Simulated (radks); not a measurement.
Valence configurations of Cd IV (all share [Kr]). All-electron calculation, scalar-relativistic Kohn-Sham, BLYP, spin-polarised, spherical densities, point nucleus; open shells are filled with parallel spins first (spin-orbit coupling, left out, can overturn this in heavy ions). Program: a radial shooting solver on a logarithmic mesh with Libxc functionals. Energies are relative to 4d9; eigenvalues in eV for spin up.

[
 {"valence": "4d9", "E (eV)": "0.000", "moment (Bohr magnetons)": "1", "e(4d)": "-46.071", "e(5p)": "-", "e(5s)": "-"},
 {"valence": "4d8 5s1", "E (eV)": "13.372", "moment (Bohr magnetons)": "3", "e(4d)": "-51.155", "e(5p)": "-", "e(5s)": "-35.061"},
 {"valence": "4d8.5 5p0.5", "E (eV)": "10.647", "moment (Bohr magnetons)": "2", "e(4d)": "-49.199", "e(5p)": "-25.929", "e(5s)": "-"},
 {"valence": "4d7 5s2", "E (eV)": "30.069", "moment (Bohr magnetons)": "3", "e(4d)": "-56.233", "e(5p)": "-", "e(5s)": "-36.685"},
 {"valence": "4d7.5 5p1.5", "E (eV)": "34.004", "moment (Bohr magnetons)": "4", "e(4d)": "-55.441", "e(5p)": "-28.321", "e(5s)": "-"},
 {"valence": "4d8 5p1", "E (eV)": "21.976", "moment (Bohr magnetons)": "3", "e(4d)": "-52.324", "e(5p)": "-27.156", "e(5s)": "-"},
 {"valence": "4d8.5 5s0.5", "E (eV)": "6.484", "moment (Bohr magnetons)": "2", "e(4d)": "-48.605", "e(5p)": "-", "e(5s)": "-33.898"},
 {"valence": "4d7 5p2", "E (eV)": "46.746", "moment (Bohr magnetons)": "5", "e(4d)": "-58.553", "e(5p)": "-29.434", "e(5s)": "-"}
]

NIST lists [Kr] 4d9 as the ground configuration; this level of theory agrees among the configurations tried. The energies are those of spherical high-spin densities, not of single terms.
